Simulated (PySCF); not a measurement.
# Stationary points of H2MoO2

All numbers come from PySCF, PBE0, basis Mo def2-TZVP with ECP28, O def2-TZVP, H def2-TZVP (scalar-relativistic core potentials, no spin–orbit coupling, density fitting).

Relaxations began from a few typed shapes. The search is not exhaustive: other isomers or separated fragments can lie lower, and high-lying points may rest on an excited occupation.

(1) Which is the lowest minimum found?
A. singlet C2v: Mo–H 1.716 Å (×2), Mo–O 1.663 Å (×2); H–Mo–H 119.8°, H–Mo–O 107.0° (×4), O–Mo–O 108.8°
B. singlet D2h: Mo–H 1.763 Å (×2), Mo–O 1.777 Å (×2); H–Mo–H 180.0°, H–Mo–O 90.0° (×4), O–Mo–O 180.0°

## Answers

(1) A. The others lie at 646.8 (singlet D2h, a saddle point) kJ/mol above it.
